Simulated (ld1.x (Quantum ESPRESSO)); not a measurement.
# Transferability test, RRKJ potential for arsenic

```json
{
 "Element": "As",
 "Generator": "ld1.x (Quantum ESPRESSO) 7.5",
 "Type": "norm-conserving RRKJ (Kleinman–Bylander form)",
 "Functional": "PBEsol",
 "Relativity": "fully relativistic",
 "Frozen core": "[Ar]",
 "Valence charge": "15",
 "Reference configuration": "3d10 4s2 4p1.5 (charge +1.5)",
 "Partial waves": "4s (bound): rc 1.40 bohr; 4p (bound): rc 1.65 bohr; 3d (bound): rc 0.92 bohr",
 "Local potential": "the d channel",
 "Core correction": "a·sin(br)/r model core inside 0.95 bohr"
}
```

Open shells are filled in proportion to 2j + 1 (rel_dist='average').

Energies are relative to the spin-unpolarised reference configuration 3d10 4s2 4p1.5; without spin polarisation the order of configurations can differ from experiment. Not all tests gave a result: 2 of 7 tests not solved or not reliable. Left out of the table: 3d9 4s2 4p4 (pseudo-atom not self-consistent, printed error -2420 eV); 3d9 4s2 4p3 (pseudo-atom not self-consistent, printed error -2418 eV). The d channel is local and has no spin–orbit splitting in the pseudo-atom.

| valence configuration | charge | ΔE all-electron (eV) | error AE − PS (meV) |
| --- | --- | --- | --- |
| 3d10 4s2 4p3 | 0 | -16.965 | +4.7 |
| 3d10 4s2 4p2 | +1 | -7.804 | +0.8 |
| 3d10 4s2 4p2.5 | +0.5 | -13.406 | +2.5 |

(1) What are ΔE and the potential's error for 3d10 4s2 4p1?

(2) What are ΔE and the potential's error for 3d10 4s2 4p3.3?

Levels in the configuration 3d10 4s2 4p1:

| level | all-electron (eV) | pseudo (eV) |
| --- | --- | --- |
| 3d j=3/2 | -62.381 | -61.855 |
| 3d j=5/2 | -61.649 | -61.855 |
| 4s j=1/2 | -33.485 | -33.480 |
| 4p j=1/2 | -22.968 | -22.964 |
| 4p j=3/2 | -22.562 | -22.559 |

Note: ghost states, extra bound levels that the all-electron valence spectrum of the same l lacks: s at -670.5 eV, p3/2 at -303.7 eV, p1/2 at -301.6 eV. A true bound ghost makes a file unfit for plane-wave use. The potential misses its own reference levels by up to 0.4 eV.

Answers

(1) ΔE = 10.141 eV all-electron; the error (AE − PS) is +0.9 meV.

(2) ΔE = -18.200 eV all-electron; the error (AE − PS) is +6.0 meV.
